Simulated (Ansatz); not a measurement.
PPt₃⁻, 4 atoms. Hardware: 4 threads of AMD EPYC 7B13 on a shared host.

In the def2 sets Pt takes a core potential; there is no spin–orbit coupling. Correlated methods freeze 5 core orbitals; core or outer-core shells of Pt are correlated, in sets that lack core-valence functions.

Q: How many basis functions does each of these Ansatz runs have, and roughly what does it cost? BHLYP-D4/def2-TZVPD, charge -1 quintet, energy, from earlier orbitals; PBE0-D4/def2-TZVPD, charge 0 doublet at the geometry of the charge -1 singlet, energy, from earlier orbitals; PBE0-D4/def2-SVP, charge -1 unrestricted singlet, energy with a search over starts; PBE-D4/def2-TZVPD, charge -1 singlet, energy, from earlier orbitals; RPA@PBE/def2-TZVPD, charge -1 quintet, energy, from earlier orbitals; PBE-D4/def2-TZVPD, charge -1 unrestricted singlet, energy, from earlier orbitals; PBE0-D4/def2-SVP, charge -1 triplet, energy with a search over starts; B3LYP-D4/def2-SVPD, charge -1 singlet, relaxation, 24 steps; ωB97M-V/def2-TZVPD, charge -1 triplet, energy, from earlier orbitals; LC-ωPBE/def2-TZVPD, charge -1 quintet, energy, from earlier orbitals; PBE-D4/def2-TZVPD, charge 0 doublet at the geometry of the charge -1 singlet, energy, from earlier orbitals; PBE0-D4/def2-TZVPD, charge -1 singlet, energy, from earlier orbitals.

A: Other jobs shared the machine, so times can vary by a factor of up to 3. A dash marks memory too small to be measured apart from the calling script's.

```tsv
run	functions	fitting or Cholesky vectors	wall time	peak host memory (GiB)
PBE-D4/def2-TZVPD, charge -1 singlet, energy, from earlier orbitals	172	1406	2.3 s	–
PBE0-D4/def2-TZVPD, charge -1 singlet, energy, from earlier orbitals	172	1528	3.3 s	–
PBE-D4/def2-TZVPD, charge 0 doublet at the geometry of the charge -1 singlet, energy, from earlier orbitals	172	1406	4.8 s	–
PBE-D4/def2-TZVPD, charge -1 unrestricted singlet, energy, from earlier orbitals	172	1406	4.9 s	–
PBE0-D4/def2-SVP, charge -1 triplet, energy with a search over starts	114	1136	6.5 s	–
PBE0-D4/def2-TZVPD, charge 0 doublet at the geometry of the charge -1 singlet, energy, from earlier orbitals	172	1528	8.5 s	0.72
RPA@PBE/def2-TZVPD, charge -1 quintet, energy, from earlier orbitals	172	1413	9.5 s	0.63
LC-ωPBE/def2-TZVPD, charge -1 quintet, energy, from earlier orbitals	172	1406	15 s	0.75
BHLYP-D4/def2-TZVPD, charge -1 quintet, energy, from earlier orbitals	172	1852	20 s	1.1
PBE0-D4/def2-SVP, charge -1 unrestricted singlet, energy with a search over starts	114	1136	30 s	0.55
B3LYP-D4/def2-SVPD, charge -1 singlet, relaxation, 24 steps	129	1345	52 s	–
ωB97M-V/def2-TZVPD, charge -1 triplet, energy, from earlier orbitals	172	1448	56 s	1.5
```
